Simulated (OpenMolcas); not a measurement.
Re5+ among 6 point charges of -1.5 e arranged as a trigonal prism (D3h), 2.26 Å from the ion, with a polar angle of 40.8° against the regular 49.1°.

```json
{
 "Program": "OpenMolcas 26.06",
 "Method": "CASSCF",
 "Basis": "ANO-RCC-VTZP [8s7p5d3f2g1h]",
 "Scalar Hamiltonian": "DKH2, point nucleus",
 "Active space": "2 electrons in 5 orbitals (5d)",
 "State averaging": "2S+1 = 3 even, 10 roots; 2S+1 = 1 even, 15 roots",
 "Spin-orbit coupling": "state interaction with AMFI integrals over the reference wave functions"
}
```

Question: What is the spin-free ground state (labels of D3, the rotations of D3h)?

Answer: 3A2, 1-fold in its orbital part, 51 % from free-ion P terms; it has the highest spin that d2 allows.

Question: Where is the first state of the same spin?

Answer: 3E at 1810 cm-1 above the ground state.

Question: What are the lowest two levels with spin-orbit coupling?

Answer: A 1-fold level A1, then a 2-fold level E 1165 cm-1 above it. Their leading multiplicities are 3 (80 %) and 3 (94 %).

Question: What is χT at 300 K?

Answer: 0.09 cm3 K/mol.

Spin-orbit coupling mixes the spin-free states strongly: the lowest level takes only 53 % from its leading state, 3A2. Without dynamic correlation the repulsion within the d shell is too large (B by tens of per cent), so at a given field states of lower spin stand too high. Point charges carry no covalency, so the field is a model and not that of real ligands. No measured value stands beside these numbers.
